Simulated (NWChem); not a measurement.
System: MoSOClF; SMILES [O]=[Mo]([F])(=[S])[Cl]

Input file for NWChem:

```
start job
memory heap 200 mb stack 900 mb global 1100 mb
geometry units angstroms noautoz
  Mo     0.242313     0.069397     0.041593
  O      0.946246     0.163483     1.537233
  S     -1.175095     1.614055    -0.068178
  F      1.502343     0.301813    -1.271460
  Cl    -0.832072    -1.901748    -0.127684
end
basis spherical
  Mo library def2-svp
  O library def2-svp
  S library def2-svp
  F library def2-svp
  Cl library def2-svp
end
ecp
  Mo library def2-ecp
end
dft
  xc b3lyp
  iterations 150
  mulliken
end
task dft energy
```

Structure relaxed at the PBE0/def2-SVP level. def2 effective core potentials on Mo; no spin-orbit coupling.

Task: What results follow from this input? (B3LYP/def2-SVP with def2 effective core potentials on Mo.) Quantities: energy (Ha); highest occupied level (eV); orbital gap (eV); dipole (D).

Result: The energy (Ha) is -1101.49 and the highest occupied level (eV) is -8.14. The orbital gap (eV) is 4.23 and the dipole (D) is 0.80.
